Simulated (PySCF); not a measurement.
From one molecule to another.

First species: CH5FSi.
SMILES with atom numbers: `[F:1][CH2:2][SiH3:3]` (hydrogens: H4, H5 on C2; H6, H7, H8 on Si3)

Cartesian coordinates in Å at the GFN2-xTB level; atoms count from 1:
```xyz
8
CH5FSi angstrom
F      1.6227    0.1566   -0.9982
C      0.9392   -0.0664    0.1819
Si    -0.9508    0.0544   -0.1145
H      1.2505   -1.0540    0.5329
H      1.3053    0.6798    0.8923
H     -1.2528    1.3947   -0.6106
H     -1.3252   -0.9642   -1.0922
H     -1.5799   -0.1914    1.1837
```

Second species: C5H6O4.
Geometry (GFN2-xTB, Å), atoms numbered from 1 in this order:
```xyz
15
C5H6O4 angstrom
C     -1.3490   -0.2703    2.0254
C     -0.8762   -0.0306    0.8041
C     -1.8101    0.0902   -0.3510
O     -2.8845   -0.4465   -0.4104
O     -1.3458    0.8959   -1.3080
C      0.5946    0.1211    0.5840
O      1.3594    0.5308    1.4180
O      0.9591   -0.2943   -0.6286
C      2.3455   -0.2121   -0.9256
H     -2.4061   -0.3894    2.1947
H     -0.6815   -0.3476    2.8671
H     -1.9778    0.9448   -2.0430
H      2.9191   -0.8274   -0.2293
H      2.6897    0.8207   -0.8469
H      2.4593   -0.5774   -1.9425
```

Levels: PBE0/def2-SVPD for dipole moment, HOMO energy, LUMO energy, HOMO–LUMO gap, static isotropic polarisability and electronic spatial extent ⟨r²⟩ about the centre of nuclear charge; TDDFT PBE0/def2-SVPD for lowest singlet excitation; TDA PBE0/def2-SVPD for lowest triplet excitation (Tamm–Dancoff); GFN2-xTB for rotational constant A and rotational constant C. Geometries: GFN2-xTB. All species are isolated and taken at one optimised geometry, non-relativistic unless stated; the electronic structure was computed with PySCF and density fitting.

Dipoles, sizes and rotational constants follow the conformer. The torsions of the flexible species, by atom-mapped SMILES:
- `[CH2:1]=[C:2]([C:3](=[O:4])[OH:5])[C:6](=[O:7])[O:8][CH3:9]`: C1–C2–C3–O4 -27°, C1–C2–C6–O7 -29°, C2–C6–O8–C9 -179°, H–O5–C3–C2 180°

```json
{"property": "dipole moment", "column X": "1.63 D", "column Y": "1.66 D"}
{"property": "HOMO energy", "column X": "-7.99 eV", "column Y": "-8.68 eV"}
{"property": "LUMO energy", "column X": "-2.00 eV", "column Y": "0.32 eV"}
{"property": "HOMO–LUMO gap", "column X": "5.99 eV", "column Y": "9.00 eV"}
{"property": "lowest singlet excitation", "column X": "4.52 eV", "column Y": "7.74 eV"}
{"property": "lowest triplet excitation (Tamm–Dancoff)", "column X": "3.56 eV", "column Y": "7.17 eV"}
{"property": "static isotropic polarisability", "column X": "74.3 au", "column Y": "42.5 au"}
{"property": "electronic spatial extent ⟨r²⟩ about the centre of nuclear charge", "column X": "1208 bohr²", "column Y": "296 bohr²"}
{"property": "rotational constant A", "column X": "2.684 GHz", "column Y": "27.733 GHz"}
{"property": "rotational constant C", "column X": "0.954 GHz", "column Y": "4.571 GHz"}
```

Which column belongs to which species?

Column X is the second species and column Y the first. The first has 8 atoms and 34 electrons, the second 15 and 68.

How does each property change from the first species to the second?

dipole moment -0.03 D; HOMO energy +0.69 eV; LUMO energy -2.32 eV; HOMO–LUMO gap -3.01 eV; lowest singlet excitation -3.22 eV; lowest triplet excitation (Tamm–Dancoff) -3.61 eV; static isotropic polarisability +31.8 au; electronic spatial extent ⟨r²⟩ about the centre of nuclear charge +912 bohr²; rotational constant A -25.049 GHz; rotational constant C -3.617 GHz.

On the first: The polarisability is 6.30 Å³ as a volume (1 au = 0.148185 Å³), or 1.25 au for each of the 34 electrons. The dipole equals about 5.5 × 10⁻³⁰ C·m (1 D = 3.33564 × 10⁻³⁰ C·m).

On the second: The polarisability is 11.01 Å³ as a volume (1 au = 0.148185 Å³), or 1.09 au for each of the 68 electrons. No computed singlet falls in the visible range (750 to 380 nm, 1.65 to 3.26 eV); S1 lies 1.26 eV above its blue end.
